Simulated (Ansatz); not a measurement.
CH6FNOSi (`NCO[SiH2]F`). The species carries charge 0 and has multiplicity 1. All single points use the PBE0-D4/def2-TZVP geometry. It is one conformer, not always the lowest.

```xyz
11

N    -1.243    0.058   -1.355
C    -0.604   -0.843   -0.467
O    -0.259   -0.290    0.814
Si    1.139    0.462    1.147
F     1.235    1.855    0.363
H    -2.101    0.424   -0.963
H    -0.647    0.835   -1.609
H     0.301   -1.234   -0.945
H    -1.274   -1.677   -0.256
H     2.297   -0.338    0.676
H     1.156    0.749    2.594
```

Problem. What is the dipole moment at r2SCAN/def2-TZVPP? (Best estimate.)

Solution. Ansatz gave: 0.59 D, with components (-0.22, -0.55, 0.03) D in this frame, pointing from negative to positive charge.

Problem. And with PBE, B3LYP, ωB97M-V? (An estimate is asked.)

Solution. Computed: PBE 0.58 D, B3LYP 0.63 D, ωB97M-V 0.60 D.

Problem. Give the Mulliken charges with r2SCAN, ωB97M-V, PBE in def2-TZVPP. (An estimate is asked.)

Solution. Ansatz gave: 
```tsv
atom	r2SCAN	ωB97M-V	PBE
N1	-0.35	-0.27	-0.32
C2	0.18	0.01	0.03
O3	-0.37	-0.35	-0.29
Si4	0.66	0.56	0.55
F5	-0.33	-0.32	-0.29
H6	0.14	0.12	0.15
H7	0.14	0.12	0.15
H8	0.06	0.12	0.08
H9	0.05	0.12	0.10
H10	-0.10	-0.06	-0.10
H11	-0.08	-0.04	-0.08
```

B3LYP here is the variant with VWN-RPA as its local correlation; programs differ in this.
